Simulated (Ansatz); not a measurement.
Geometry optimisation, Ansatz 0.2.0, RKS PBE/6-31G*.

Input:

```yaml
crystal:
  periodic: [false, false, false]
  atoms:
    - { symbol: B, position_ang: [-0.6059, -0.1213, -0.8605] }
    - { symbol: H, position_ang: [0.6307, 0.6864, -1.1942] }
    - { symbol: F, position_ang: [-0.5589, -1.2595, -1.5418] }
    - { symbol: F, position_ang: [-1.6675, 0.6621, -1.0095] }
    - { symbol: H, position_ang: [0.8304, 0.2069, 1.0553] }
    - { symbol: "N", position_ang: [-0.3247, -0.442, 0.8894] }
    - { symbol: H, position_ang: [1.2644, 0.8777, -0.4693] }
    - { symbol: F, position_ang: [1.7458, 0.8714, 0.6372] }
    - { symbol: H, position_ang: [-0.2416, -1.434, 1.0536] }
    - { symbol: H, position_ang: [-1.0726, -0.0478, 1.4397] }
basis:
  gaussian: { orbitals: "6-31G*" }
hamiltonian:
  xc: pbe
relax:
  f_tol: 0.15
  max_steps: 25
  restrain:
    - { distance: [0, 5], at: 1.55, k: 30.0 }
    - { distance: [4, 7], at: 0.88, k: 30.0 }
    - { distance: [6, 1], at: 0.62, k: 30.0 }
    - { distance: [0, 1], at: 2.45, k: 30.0 }
    - { distance: [4, 5], at: 2.32, k: 30.0 }
    - { distance: [6, 7], at: 2.18, k: 30.0 }
```

Launched with:

```bash
$ ansatz run input.yaml --threads 2 --pin off --max-ram 3072MiB --backend cpu --events-out ev --progress --plain --runs-dir out
```

Question: Where does it end, and by what steps?

Answer: The run converged. The restraints hold the end off the free minimum. After 6 steps the energy has fallen by 0.942 eV (the restraints' own energy left out); F8 moved furthest, 0.61 Å. Joined: H2–H7 (0.98 → 0.70 Å), H5–F8 (1.21 → 0.92 Å).

```json
{"step": "0", "energy less start (eV)": "0.0000", "largest force component (eV/Å)": "2.502", "accepted": "yes"}
{"step": "1", "energy less start (eV)": "-0.1113", "largest force component (eV/Å)": "3.611", "accepted": "yes"}
{"step": "2", "energy less start (eV)": "-0.2953", "largest force component (eV/Å)": "6.541", "accepted": "yes"}
{"step": "3", "energy less start (eV)": "-0.8156", "largest force component (eV/Å)": "3.831", "accepted": "yes"}
{"step": "4", "energy less start (eV)": "-0.9692", "largest force component (eV/Å)": "1.979", "accepted": "yes"}
{"step": "5", "energy less start (eV)": "-0.8386", "largest force component (eV/Å)": "2.519", "accepted": "yes"}
{"step": "6", "energy less start (eV)": "-0.9418", "largest force component (eV/Å)": "1.889", "accepted": "yes"}
```

```xyz
10
Properties=species:S:1:pos:R:3
B -1.002 -0.410 -0.637
H 0.908 0.902 -1.455
F -0.568 -1.272 -1.561
F -1.703 0.664 -1.011
H 1.310 0.486 1.082
N -0.690 -0.636 0.801
H 1.336 1.030 -0.921
F 2.097 0.969 1.124
H -0.425 -1.577 1.085
H -1.263 -0.156 1.491
```

Time of the run: 7.2 s on 2 threads of Intel(R) Xeon(R) 6975P-C (Granite Rapids) (shared host), peak memory 0.14 GiB.
